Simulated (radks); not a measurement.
Values are calculated unless marked as measured or tabulated.
Q: All-electron atom: Sb3+ in [Kr] 4d10 5s2. Level of theory: non-relativistic Kohn-Sham, exchange-only PBE, spin-polarised, spherical densities, point nucleus; relativity is left out, which matters for an element this heavy (a radial shooting solver on a logarithmic mesh with Libxc functionals). Some entries of the table are withheld. Estimate them.

orbital,occ.,eigenvalue (hartree),<r^2> (bohr^2)
1s,2,-1073.099,(1)
2s,2,(2),0.01944
2p,6,-150.3105,(3)
3s,2,-32.16322,0.1351
3p,6,-27.99548,(4)
3d,10,-20.25922,0.1106
4s,2,-6.08266,0.7612
4p,6,(5),0.8525
4d,10,(6),1.208
5s,2,-1.34451,4.983

A: 
(1) 1s <r^2> (bohr^2): 0.001189
(2) 2s eigenvalue (hartree): -160.3499
(3) 2p <r^2> (bohr^2): 0.01462
(4) 3p <r^2> (bohr^2): 0.1298
(5) 4p eigenvalue (hartree): -4.67181
(6) 4d eigenvalue (hartree): -2.31001
